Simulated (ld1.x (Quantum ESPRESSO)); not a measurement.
Transferability test, TM potential for chlorine (Cl)

| Quantity | Value |
| --- | --- |
| Element | chlorine (Cl) |
| Generator | ld1.x (Quantum ESPRESSO) 7.5 |
| Type | norm-conserving Troullier–Martins (Kleinman–Bylander form) |
| Functional | PBE |
| Relativity | scalar-relativistic |
| Frozen core | [Ne] |
| Valence charge | 7 |
| Reference configuration | 3s2 3p5 |
| Partial waves | 3p (bound): rc 1.45 bohr; 3s (bound): rc 0.95 bohr |
| Local potential | the s channel |
| Core correction | a·sin(br)/r model core, default radius (core density twice the valence density) |

Energies are relative to the spin-unpolarised reference configuration 3s2 3p5; without spin polarisation the order of configurations can differ from experiment. The frozen-core shift is the all-electron ΔE with the core orbitals held at their reference shape minus the fully relaxed ΔE.

```
valence configuration  charge  ΔE all-electron (eV)  error AE − PS (meV)  frozen-core shift (meV)
              3s2 3p4      +1                13.875                 +4.8                     +1.2
              3s2 3p3      +2                39.322                  +35                     +8.2
              3s2 3p2      +3                77.630                 +117                      +32
              3s1 3p5      +1                26.584                 +5.9                     +1.9
            3s2 3p4.5    +0.5                 5.583                 +0.6                     +0.3
              3s2 3p1      +4               129.873                 +288                      +90
            3s2 3p5.3    -0.3                -2.138                 +0.4                      0.0
```

Levels in the configuration 3s2 3p2:

| level | all-electron (eV) | pseudo (eV) |
| --- | --- | --- |
| 3s | -58.877 | -58.754 |
| 3p | -45.114 | -44.991 |
